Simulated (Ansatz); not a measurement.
Mulliken charges of Cl$_{2}$H$_{4}$OSi$_{2}$, SMILES `O[SiH2][SiH](Cl)Cl` from B3LYP/def2-TZVPP in Ansatz (PBE0-D4/def2-TZVP geometry).

```tsv
atom	x (Å)	y (Å)	z (Å)	charge (e)
O1	0.742	-0.157	-1.858	-0.383
Si2	0.875	-0.635	-0.289	0.413
Si3	-0.880	0.325	0.941	0.454
Cl4	-2.666	-0.607	0.556	-0.226
Cl5	-0.991	2.274	0.265	-0.249
H6	0.557	0.770	-2.020	0.190
H7	2.151	-0.185	0.338	-0.083
H8	0.810	-2.115	-0.277	-0.061
H9	-0.725	0.387	2.413	-0.055
```

Problem. By hand: the dipole of these point charges (1 e Å = 4.8032 D).

Solution. Σ q r = (0.445, -0.214, 0.300) e Å, of length 0.578 e Å = 2.78 D.

Problem. How does the dipole of the full density compare? (Best estimate.)

Solution. Ansatz gave: (0.224, 0.055, 0.128) e Å, 1.27 D; the point charges give 2.19 times that, at 34° from its direction.

Point charges leave out the atoms' own dipoles, such as those of lone pairs, and Mulliken's split depends on the basis, so the two needn't agree.

B3LYP here is the variant with VWN-RPA as its local correlation; programs differ in this.
